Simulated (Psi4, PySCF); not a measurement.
Interaction energy of HF ··· H4OSi (SMILES F and O[SiH3]), singlet. Monomers: optimised at B3LYP-D3(BJ) (def2-TZVP), held rigid. Orientation: lowest of the rigid-body minima from ten starts at GFN2-xTB. Only R, the distance of the centres of mass, is varied, so the lowest point isn't the relaxed dimer.

Levels of theory: BLYP-D3(BJ)/def2-TZVP, counterpoise-corrected (Psi4); RKS-B3LYP/6-31G* = restricted B3LYP/6-31G*, spherical d, no counterpoise correction in PySCF; SCS-MP2/aug-cc-pVTZ = DF-SCS-MP2/aug-cc-pVTZ, frozen core, counterpoise-corrected run with Psi4; SAPT0/jun-cc-pVDZ, frozen core (Psi4).

Interaction energies in kJ/mol:

```tsv
R / Å	BLYP-D3(BJ)/def2-TZVP	RKS-B3LYP/6-31G*	SCS-MP2/aug-cc-pVTZ
2.93	25.97	19.08	30.03
3.14	-17.66	-25.01	-13.67
3.32	-29.81	-37.49	-26.13
3.54	-31.48	-38.24	-28.23
3.70	-29.02	-34.64	-26.13
4.03	-21.63	-25.32	-19.65
4.32	-15.77	-18.37	-14.55
4.82	-9.01	-10.06	-8.63
5.54	-4.39	-4.39	-4.40
6.55	-1.98	-1.97	-2.03
7.81	-0.90	-0.95	-0.95
```

Question: What does SAPT0/jun-cc-pVDZ give at the same points?

Answer: 2.93: 7.56; 3.14: -28.25; 3.32: -36.86; 3.54: -36.35; 3.70: -33.08; 4.03: -24.72; 4.32: -18.32; 4.82: -11.02; 5.54: -5.80; 6.55: -2.79; 7.81: -1.34 (kJ/mol).
